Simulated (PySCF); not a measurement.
# How the method moves the HOMO and LUMO of `C[O+](C)[BH2-]P`

Species: C₂H₁₀BOP.
Atom-mapped SMILES: `[CH3:1][O+:2]([CH3:3])[BH2-:4][PH2:5]` (hydrogens: H6, H7, H8 on C1; H9, H10, H11 on C3; H12, H13 on B4; H14, H15 on P5)

Cartesian coordinates in Å at the PBE0-D3(BJ)/def2-SVP level; atoms count from 1:
```xyz
15
C2H10BOP angstrom
C     -1.624   -0.790   -0.197
O     -0.501    0.044   -0.455
C     -0.796    1.435   -0.347
B      0.883   -0.451    0.296
P      2.349    0.500   -0.607
H     -1.933   -0.696    0.857
H     -1.313   -1.819   -0.400
H     -2.446   -0.495   -0.865
H     -1.090    1.677    0.687
H     -1.605    1.680   -1.050
H      0.121    1.973   -0.618
H      0.735   -0.082    1.453
H      0.845   -1.655    0.138
H      2.962   -0.578   -1.310
H      3.268    0.476    0.481
```

Basis pcSseg-1 throughout (PySCF), one geometry. One conformer (not necessarily the lowest) at the PBE0-D3(BJ)/def2-SVP geometry, without solvent, vibrations or thermal averaging.

Q: How do the orbital energies, the gap and the dipole change with the method?

A: 
| method | kind | HOMO (eV) | LUMO (eV) | gap (eV) | μ (D) | SCF cycles |
| --- | --- | --- | --- | --- | --- | --- |
| BLYP | GGA | -4.89 | -0.08 | 4.81 | 4.97 | 14 |
| B97-D | GGA | -5.00 | -0.01 | 4.99 | 5.00 | 13 |
| OPBE | GGA | -5.04 | 0.07 | 5.11 | 4.96 | 14 |
| PBE | GGA | -5.07 | -0.19 | 4.88 | 4.92 | 14 |
| KT3 | GGA | -5.11 | -0.19 | 4.92 | 4.90 | 14 |
| KT2 | GGA | -5.14 | -0.32 | 4.82 | 4.84 | 14 |
| BP86 | GGA | -5.17 | -0.23 | 4.94 | 4.97 | 14 |
| LDA | LDA | -5.19 | -0.46 | 4.72 | 4.85 | 13 |
| B97-2 | global hybrid | -5.92 | 0.76 | 6.68 | 5.09 | 12 |
| B3LYP | global hybrid | -5.93 | 0.46 | 6.39 | 5.09 | 12 |
| PBE0 | global hybrid | -6.17 | 0.74 | 6.90 | 5.08 | 12 |
| mPW1PW91 | global hybrid | -6.19 | 0.76 | 6.94 | 5.10 | 12 |
| BHandHLYP | global hybrid | -7.11 | 1.52 | 8.63 | 5.23 | 12 |
| CAM-B3LYP | range-separated hybrid | -7.42 | 1.66 | 9.08 | 5.16 | 12 |
| wB97X-D | range-separated hybrid | -8.01 | 2.53 | 10.54 | 5.17 | 12 |
| HF | Hartree–Fock | -8.64 | 3.69 | 12.33 | 5.45 | 10 |
| LC-wPBE | range-separated hybrid | -8.79 | 2.95 | 11.74 | 5.21 | 12 |

The HOMO spans 3.90 eV, from BLYP down to LC-wPBE, and the gap runs from 4.72 eV (LDA) to 12.33 eV (HF). Over the methods BLYP (0 %), B97-D (0 %), OPBE (0 %), PBE (0 %), KT3 (0 %), KT2 (0 %), BP86 (0 %), LDA (0 %), B97-2 (21 %), B3LYP (20 %), PBE0 (25 %), mPW1PW91 (25 %), BHandHLYP (50 %), HF (100 %), a straight line through the gap against the share of exact exchange rises by 0.75 eV for each 10 % (correlation coefficient 0.998). The dipole ranges from 4.84 D (KT2) to 5.45 D (HF). This basis has no diffuse functions.
